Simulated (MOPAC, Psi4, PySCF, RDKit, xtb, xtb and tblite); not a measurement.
Two geometries of C₉H₁₀O₃, SMILES COC(=O)c1ccc(OC)cc1, relaxed at GFN2-xTB with one dihedral held; other torsions can differ between them too.

Structure A

```
22

C     -4.4679     0.4349    -0.1540
O     -3.1636     0.2550     0.3611
C     -2.1947     0.0429    -0.6059
O     -1.5991     0.9641    -1.0964
C     -1.9347    -1.3726    -0.9119
C     -1.0521    -1.6895    -1.9437
C     -0.7810    -3.0022    -2.2685
C     -1.3916    -4.0337    -1.5545
O     -1.2016    -5.3530    -1.7828
C     -0.3149    -5.7500    -2.8036
C     -2.2733    -3.7184    -0.5134
C     -2.5419    -2.4086    -0.1968
H     -4.5117     1.3057    -0.8160
H     -4.8020    -0.4534    -0.7026
H     -5.1120     0.5995     0.7076
H     -0.5840    -0.8830    -2.4876
H     -0.0953    -3.2154    -3.0731
H     -0.3215    -6.8386    -2.7906
H     -0.6491    -5.3980    -3.7843
H      0.7013    -5.3919    -2.6132
H     -2.7290    -4.5309     0.0301
H     -3.2096    -2.1721     0.6175
```

Structure B

```
22

C     -4.4273     0.4298    -0.0355
O     -3.0660     0.2451     0.3183
C     -2.1987     0.1040    -0.7025
O     -2.4745     0.3860    -1.8445
C     -0.8671    -0.3495    -0.2540
C      0.1488    -0.4633    -1.1985
C      1.4120    -0.8870    -0.8371
C      1.6800    -1.2074     0.4925
O      2.8772    -1.6326     0.9632
C      3.9532    -1.7679     0.0643
C      0.6591    -1.0946     1.4433
C     -0.5971    -0.6729     1.0767
H     -4.5172     1.1721    -0.8317
H     -4.8551    -0.5147    -0.3789
H     -4.9367     0.7694     0.8632
H     -0.0713    -0.2115    -2.2250
H      2.1777    -0.9642    -1.5926
H      4.7937    -2.1157     0.6627
H      3.7349    -2.5046    -0.7150
H      4.2110    -0.8109    -0.3997
H      0.8877    -1.3483     2.4664
H     -1.3797    -0.5881     1.8137
```

**Question.** Which is lower in energy at the level B3LYP-D3(BJ)/def2-SVP // GFN2-xTB run with Psi4, and by how much?

**Answer.** B is lower, by 45.42 kJ/mol (dihedral C1–O2–C3–O4: 90° in A, 15° in B).

E(B) − E(A) in kJ/mol at the other levels, on the same two geometries: GFN2-xTB (xtb and tblite) -51.13; MMFF94 // GFN2-xTB (RDKit) -56.19; B3LYP/def2-SVP // GFN2-xTB (Psi4) -47.89; PBE/def2-SVP // GFN2-xTB (Psi4) -48.82; PBE-D3(BJ)/def2-SVP // GFN2-xTB (Psi4) -47.26; UFF // GFN2-xTB (RDKit) -17.55; PM3, restricted, heats of formation // GFN2-xTB (MOPAC) -20.00; PM7, restricted, heats of formation // GFN2-xTB (MOPAC) -34.94; GFN1-xTB // GFN2-xTB (xtb) -49.79; restricted B3LYP/6-31G*, spherical d, density fitting // GFN2-xTB (PySCF) -46.80; restricted LDA (SVWN5)/6-31G*, spherical d, density fitting // GFN2-xTB (PySCF) -51.92.
